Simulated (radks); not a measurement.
The numbers below are computed, except where a source is named.
The selenium anion Se2-, [Kr], held by a Watson sphere: a shell of charge +2 at radius R that stands for the Madelung well of a crystal (potential energy -2/R inside, -2/r outside, in hartree with lengths in bohr). Level of theory: scalar-relativistic Kohn-Sham, PBEsol, spin-polarised, spherical densities, finite nucleus; Fermi nuclear charge, rms radius of each element as measured or else 0.836 A^(1/3) + 0.57 fm (a radial shooting solver on a logarithmic mesh with Libxc functionals). Response by self-consistent Sternheimer equations with the Hartree and adiabatic LDA kernel, the relativistic mass of each level held fixed and spin-orbit coupling left out. The sphere does not respond.

R (bohr)  e(3d) (eV)  e(4s) (eV)  e(4p) (eV)  <r> 4p (bohr)  sum of <r^2> (bohr^2)  X-ray form factor at sin(theta)/lambda = 0.3 1/angstrom  alpha (bohr^3)
2.11         -51.803     -18.614      -8.061          2.254                  51.68                                                   23.137           28.29
2.17         -51.663     -18.432      -7.961          2.271                  52.28                                                   23.133           29.18
3.44         -50.054     -15.429      -5.700          2.582                  64.55                                                   23.185           58.39
3.54         -49.953     -15.253      -5.536          2.603                  65.45                                                   23.190           61.62
3.68         -49.813     -15.019      -5.312          2.631                  66.70                                                   23.197           66.41
5.13         -48.518     -13.215      -3.444          2.871                  78.95                                                   23.226           138.7
